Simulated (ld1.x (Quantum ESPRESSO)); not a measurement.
## Ge (Z = 32), TM: configuration errors across variants

* Element: Ge
* Generator: ld1.x (Quantum ESPRESSO) 7.5
* Type: norm-conserving Troullier–Martins (Kleinman–Bylander form)
* Functional: PBE
* Relativity: fully relativistic
* Frozen core: [Ar] 3d10
* Valence charge: 4
* Reference configuration: 4s2 4p2
* Partial waves: 4s (bound): rc 1.60 bohr; 4p (bound): rc 2.00 bohr; 4d channel at 0.15 Ry: rc 1.60 bohr
* Local potential: all-electron potential smoothed inside 1.70 bohr (lloc = -1)
* Core correction: none

Open shells are filled in proportion to 2j + 1 (rel_dist='average').

All-electron excitation energies from the reference (eV): (1) 4s2 4p1 7.446; (2) 4s2 4p0 22.888; (3) 4s1 4p0 57.679; (4) 4s2 4p1.5 2.803; (5) 4s0 4p4 16.188; (6) 4s1 4p2 16.159; (7) 4s2 4p2.3 -0.884.

A true bound ghost makes a file unfit for plane-wave use even where its test errors are small: the radial tests pick states by their node count and pass the ghost by.

Errors AE − PS in meV (a dash: test not solved or not reliable):

```tsv
change	(1)	(2)	(3)	(4)	(5)	(6)	(7)	bound ghosts
base	-0.5	+3.4	+104	0.0	+47	+8.8	0.0	d3/2, d5/2
all radii scaled by about 0.77 (s 1.24, p 1.54, d 1.24 bohr); local potential all-electron potential smoothed inside 1.32 bohr (lloc = -1)	+96	+475	+1782	+25	+129	+194	–	s
all radii scaled by about 0.82 (s 1.32, p 1.64, d 1.32 bohr); local potential all-electron potential smoothed inside 1.40 bohr (lloc = -1)	+8.0	+115	+581	+1.2	+71	+18	+0.2	d3/2, d5/2
all radii scaled by about 0.90 (s 1.44, p 1.80, d 1.44 bohr); local potential all-electron potential smoothed inside 1.54 bohr (lloc = -1)	+2.0	+23	+139	+0.4	+52	+10	+0.1	d3/2, d5/2
all radii scaled by about 1.05 (s 1.68, p 2.10, d 1.68 bohr); local potential all-electron potential smoothed inside 1.80 bohr (lloc = -1)	-0.8	+1.1	+98	-0.1	+48	+8.7	0.0	d3/2, d5/2
all radii scaled by about 1.16 (s 1.86, p 2.32, d 1.86 bohr); local potential all-electron potential smoothed inside 1.98 bohr (lloc = -1)	-1.0	-0.7	+88	-0.1	+49	+8.8	0.0	d3/2, d5/2
all radii scaled by about 1.24 (s 1.98, p 2.48, d 1.98 bohr); local potential all-electron potential smoothed inside 2.12 bohr (lloc = -1)	-1.0	-2.1	+76	-0.1	+51	+8.5	0.0	d3/2, d5/2
all radii scaled by about 1.31 (s 2.10, p 2.62, d 2.10 bohr); local potential all-electron potential smoothed inside 2.22 bohr (lloc = -1)	-1.2	-4.4	+64	-0.1	+53	+7.9	0.0	none
```

(1) Give the same row for: all radii scaled by about 1.38 (s 2.20, p 2.76, d 2.20 bohr); local potential all-electron potential smoothed inside 2.34 bohr (lloc = -1).

## Answers

(1) -1.6, -7.9, +47, -0.2, +54, +6.2, 0.0; bound ghosts: none.
